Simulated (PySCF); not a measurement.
InF3.
Bonds: In1–F2, In1–F3, In1–F4.

A GFN2-xTB structure was refined with PySCF, PBE0-D3(BJ)/def2-SVP geometry optimisation, gas phase, def2 core potentials past Kr. Its GFN2-xTB values:

| coordinate | GFN2-xTB |
| --- | --- |
| In1–F2 | 1.886 Å |
| In1–F3 | 2.086 Å |
| F2–In1–F3 | 119.9° |

Question: How do these coordinates change at the PBE0-D3(BJ)/def2-SVP level?

Answer: 
| coordinate | PBE0-D3(BJ)/def2-SVP (Å or °) | change |
| --- | --- | --- |
| In1–F3 | 1.935 | -0.151 |
| In1–F2 | 1.935 | +0.049 |
| F2–In1–F3 | 120.2 | +0.3 |

The energy falls by 7.1 kcal/mol over 23 energy and gradient evaluations, the largest force component goes from 0.0695 to 7.2e-04 Eh/bohr, and the atoms move by 0.061 Å rms after alignment. The bond that changes most is In1–F3 (ends: indium bonded to 3 F; fluorine bonded to In), which shortens by 0.151 Å. Bonds longer at the end by more than 0.005 Å: 2 of 3; shorter: 1. Rotational constants go from 4925, 4431, 2333 to 4759, 4712, 2368 MHz.

The run used 68 basis functions and 144 SCF cycles in all.

Not checked by PBE0-D3(BJ)/def2-SVP frequencies.
